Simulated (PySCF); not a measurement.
Input file for PySCF: R-BP86/LANL2DZ on CrMo, 2S+1 = 1, a spin state set in the input, which need not be the lowest, a point of a bond scan (R = 1.597 Å).

```python
from pyscf import gto, scf, dft, mp
from pyscf.data.elements import chemcore

mol = gto.M(
    atom='''
    Cr    0.00000000    0.00000000    0.00000000
    Mo    0.00000000    0.00000000    1.59684500
    ''',
    basis='lanl2dz',
    ecp={'Cr': 'lanl2dz', 'Mo': 'lanl2dz'},
    charge=0, spin=0, verbose=3, max_memory=1800)
mf = dft.RKS(mol, xc='b88,p86')
mf.conv_tol = 1e-8
mf.max_cycle = 100
mf.kernel()
if not mf.converged:
    mf = mf.newton().run(mf.mo_coeff, mf.mo_occ)
```

The log:

```
converged SCF energy = -153.769956949787
```

The run converged.

Cost: about 2.6 core-seconds (a rough figure).
